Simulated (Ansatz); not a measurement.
Computed with Ansatz on PBE0-D4/def2-TZVP structures; ΔE is electronic, products minus reactants. CBS: MP2 limit from def2 TZ/QZ plus the TZ coupled-cluster correction, frozen cores. This one scheme is used for every species. One conformer a species, not always the lowest.

Consider the cleavage of the Si–Si bond: `N[SiH](N)[SiH3]` + `O[Si]1(O)CO1` → `O[Si]1(O[SiH3])CO1` + `N[SiH2]N`.

| species | SCS-MP2/def2-TZVPP energy (Eh) |
| --- | --- |
| `N[SiH](N)[SiH3]` | -692.24869 |
| `O[Si]1(O)CO1` | -554.91751 |
| `O[Si]1(O[SiH3])CO1` | -845.19688 |
| `N[SiH2]N` | -402.01641 |

**Question.** Work out ΔE.

**Answer.** ΔE = (-845.19688) + (-402.01641) − (-692.24869) − (-554.91751) = -0.04709 Eh = -1.28 eV. CCSD(T)/CBS gives -1.15 eV.

Largest T1 diagnostic among the species: 0.012.

In def2-TZVPP, CCSD(T) changes the Hartree–Fock value by +0.31 eV (the triples alone add +0.04 eV) and MP2 by +0.24 eV. From PBE to PBE0 (25 % exact exchange), in def2-TZVPP and without D4, ΔE moves by −0.10 eV.
